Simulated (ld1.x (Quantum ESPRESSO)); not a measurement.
What one change does to a pseudopotential (Fe, PAW)

* Element: iron
* Generator: ld1.x (Quantum ESPRESSO) 7.5
* Type: PAW
* Functional: LDA (PZ)
* Relativity: scalar-relativistic
* Frozen core: [Ar]
* Valence charge: 8
* Reference configuration: 3d6 4s1.5 4p0 (charge +0.5)
* Partial waves: 4s (bound): rcut 1.95, rcutus 2.50 bohr; 4s channel at 0.45 Ry: rcut 1.95, rcutus 2.50 bohr; 4p (bound, empty): rcut 1.95, rcutus 2.75 bohr; 4p channel at 0.05 Ry: rcut 1.95, rcutus 2.75 bohr; 3d (bound): rcut 1.55, rcutus 1.95 bohr; 3d channel at -0.3 Ry: rcut 1.55, rcutus 1.95 bohr
* Local potential: all-electron potential smoothed inside 2.50 bohr (lloc = -1)
* Core correction: Bessel-smoothed model core inside 1.05 bohr
* Augmentation charge: GAUSS, radius 1.20 bohr

All-electron outer shells of the reference configuration (LDA (PZ), scalar-relativistic, ld1.x):

| shell | level (eV) | outermost node (bohr) | outermost maximum (bohr) |
| --- | --- | --- | --- |
| 3p | -64.04 | 0.30 | 0.72 |
| 3d | -11.83 | – | 0.71 |
| 4s | -8.94 | 1.00 | 2.32 |
| 4p | -4.34 | 1.10 | 3.02 |

Change: waves 4s (bound): rcut 1.95, rcutus 3.26 bohr; 4s channel at 0.45 Ry: rcut 1.95, rcutus 3.26 bohr.

Cutoffs: the cutoffs (Ry, on a coarse ladder) from which the occupation-weighted sum of valence levels, in a spherical-Bessel basis at the reference potential, stays within 10 and 1 mRy of its value at 400 Ry; they do not see the model core or the augmentation charge, which bear on the density cutoff. Errors are all-electron minus pseudo energies relative to the spin-unpolarised reference configuration.

What does the change do?

The potential gets neither clearly harder nor softer (30 Ry and 45 Ry → 30 Ry and 45 Ry); of the 9 tests that both files solve, the error grows in 4 and shrinks in 3 by more than 15 % and 0.3 meV (median size 6.4 → 4.9 meV); neither file shows a bound ghost.

```csv
quantity,base,changed
"cutoff, loose",30 Ry,30 Ry
"cutoff, tight",45 Ry,45 Ry
bound ghosts,none,none
"error for 3d6 4s2 4p0, meV [ΔE -3.60 eV]",+0.4,+4.7
"error for 3d6 4s1 4p0, meV [ΔE 5.39 eV]",-0.6,+3.4
"error for 3d6 4s0 4p0, meV [ΔE 21.88 eV]",-6.4,+4.5
"error for 3d6 4s0 4p1, meV [ΔE 10.52 eV]",-2.3,+4.9
"error for 3d5 4s0 4p0, meV [ΔE 56.41 eV]",-329,-355
"error for 3d6 4s1 4p1, meV [ΔE 0.58 eV]",0.0,+1.9
"error for 3d7 4s1 4p0, meV [ΔE -4.42 eV]",-63,-25
"error for 3d6 4s1.5 4p0 (spin-polarised), meV [ΔE -3.67 eV]",-14,-13
"error for 3d6 4s2 4p0 (spin-polarised), meV [ΔE -6.98 eV]",-14,-9.3
lowest overlap eigenvalue by channel,"s 0.40, p 0.66, d 0.88","s 0.39, p 0.66, d 0.88"
```
